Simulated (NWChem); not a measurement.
System: C4H4OSi; SMILES C#C[Si@@H]1C=CO1

```xyz
10

C     -0.0144    -2.8266    -0.4864
C     -0.0117    -1.6856    -0.0628
Si    -0.0391     0.0111     0.6043
C     -1.1093     1.2896    -0.1672
C      0.0669     1.8130    -0.5798
O      1.1287     1.0508    -0.1645
H     -0.0134    -3.8336    -0.8671
H      0.1563    -0.0422     2.0748
H     -2.1204     1.6506    -0.3325
H      0.3058     2.7093    -1.1667
```
Atoms are numbered in this order, from 1.

All runs: NWChem. Pople sets run with spherical d functions. Structure relaxed at the PBE0/def2-SVP level. GIAO values for the isolated, static molecule; σ is the absolute isotropic shielding.

Task: Order these by “σ C4 (ppm)”, lowest first: PBE0/6-311G**; PBE0/def2-SVP; PBE0/6-31G*; PBE0/IGLO-II.

Result: PBE0/IGLO-II (85.6), PBE0/6-311G** (89.0), PBE0/def2-SVP (98.5), PBE0/6-31G* (102.7)
